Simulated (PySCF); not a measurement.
## Antimony: a sound run and one with changed settings

Sound run: Sb⁺ [Kr] 4d10 5s2 5p2, Sb²⁺ [Kr] 4d10 5s2 5p1. Computed with PySCF 2.14 in cc-pVTZ-PP with ECP28MDF (5s4p3d1f, 39 functions), with scalar relativity through the core potential. The sound run starts from symmetry-adapted Hartree-Fock orbitals and uses a fine grid where one is needed.

A second run was set up differently.

| species | method | sound run (hartree) | changed run (hartree) | converged |
| --- | --- | --- | --- | --- |
| Sb⁺ | UHF | -238.96184 | -238.96184 | yes |
| Sb⁺ | M06-L | -240.04611 | -240.04961 | yes |
| Sb⁺ | M06-2X | -239.82403 | -239.82518 | yes |
| Sb²⁺ | UHF | -238.37372 | -238.37372 | yes |
| Sb²⁺ | M06-L | -239.45377 | -239.45518 | yes |
| Sb²⁺ | M06-2X | -239.22053 | -239.21626 | yes |

Ionisation energy of Sb⁺:

```json
{"method": "UHF", "sound run (eV)": "16.004", "changed run (eV)": "16.004"}
{"method": "M06-L", "sound run (eV)": "16.118", "changed run (eV)": "16.175"}
{"method": "M06-2X", "sound run (eV)": "16.422", "changed run (eV)": "16.569"}
```

Task: What was changed?
A. all electrons correlated in a valence basis
B. too few SCF iterations
C. angular grid far too coarse
D. level shift left on

Result: C. It used 14 angular points. A coarse angular grid integrates products of high-l functions wrongly, so density functionals can shift, and the SCF can exploit the error; Hartree-Fock and MP2 need no grid.
